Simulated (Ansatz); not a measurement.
```yaml
crystal:
  periodic: [false, false, false]
  atoms:
    - {symbol: C, position_ang: [-0.270384, 1.268896, -0.696894]}
    - {symbol: C, position_ang: [-0.666285, 0.005104, -0.017446]}
    - {symbol: Si, position_ang: [0.655790, -1.175574, 0.654006]}
    - {symbol: S, position_ang: [-2.204440, -0.456286, 0.188295]}
    - {symbol: H, position_ang: [0.382317, 1.046012, -1.549357]}
    - {symbol: H, position_ang: [-1.137261, 1.836276, -1.036745]}
    - {symbol: H, position_ang: [0.331050, 1.884543, -0.017599]}
    - {symbol: H, position_ang: [0.566532, -2.454475, -0.092292]}
    - {symbol: H, position_ang: [0.406063, -1.403554, 2.097187]}
    - {symbol: H, position_ang: [2.019819, -0.602242, 0.473644]}
basis:
  gaussian: {orbitals: ANO-RCC-VTZP, nuclear_model: gaussian}
magnetization: {spin_polarized: true, initial_magnetization: 1}
hamiltonian: {xc: {name: B3LYP}, dispersion: d3bj}
accuracy: high
output: {forces: true}
```

```sh
$ ansatz run in.yaml --threads 2 --pin off --events-out ev --progress --plain --max-ram 4352MiB
```

Shortened log:

```
Error: a molecule whose nuclei and cores have a total charge of 48 cannot have a net charge of 0 together with 1 unpaired electrons
```

In this input the number of unpaired electrons doesn't fit the electron count. The program refused the input.
